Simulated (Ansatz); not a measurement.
`FB(S)Cl` + H₂S → `SB(S)Cl` + H–F at 400 K and 1 bar (ligand exchange at a B–F bond).

Calculated with Ansatz (gas phase, PBE0-D4/def2-TZVP geometries, no zero-point term in ΔE). CBS: MP2 limit from def2 TZ/QZ plus the TZ coupled-cluster correction, frozen cores. This one scheme is used for every species. Each species was taken in one conformer, which may not be the lowest.

```
  species  CCSD(T)/CBS energy (Eh)  H − E (kJ/mol)  S (J/(mol·K))
`FB(S)Cl`               -982.86970            69.1          320.9
      H₂S               -398.97279            53.4          215.9
`SB(S)Cl`              -1281.42501            91.7          343.7
      H–F               -100.39570            36.5          182.2
```

H − E and S are ideal-gas, rigid-rotor, harmonic terms from PBE0-D4/def2-TZVP, for one conformer and one mirror image of each species. 1 Eh = 2625.50 kJ/mol, R = 8.31446 J/(mol·K).

By hand: ΔE, ΔH, ΔS and ΔG.

ΔE = (-1281.42501) + (-100.39570) − (-982.86970) − (-398.97279) = 0.02178 Eh = 57.2 kJ/mol. Δ(H − E) = 91.7 + 36.5 − 69.1 − 53.4 = 5.7, so ΔH = 62.9 kJ/mol. ΔS = 343.7 + 182.2 − 320.9 − 215.9 = -10.9 J/(mol·K). ΔG = 62.9 − 400 × (-10.9)/1000 = 67.3 kJ/mol.

By hand: the equilibrium constant, and the temperature at which ΔG would vanish if ΔH and ΔS stayed fixed.

log₁₀ K = −ΔG/(RT ln 10) = -8.8. ΔH and −TΔS have one sign here, so there is no such temperature.

The number of gas molecules stays the same, so ΔS is small and ΔH decides. A doubt of 5 kJ/mol in ΔE shifts log₁₀ K by 0.7 here. Other conformers and mirror images would add mixing entropy, several J/(mol·K) or more a flexible species. These are equilibria of isolated gas molecules and say nothing of rates. Largest T1 diagnostic: 0.013 (customary marks: 0.02 for closed shells, 0.045 for open ones).

ΔS is within the doubt of such terms, so its sign, and with it that verdict, could turn.
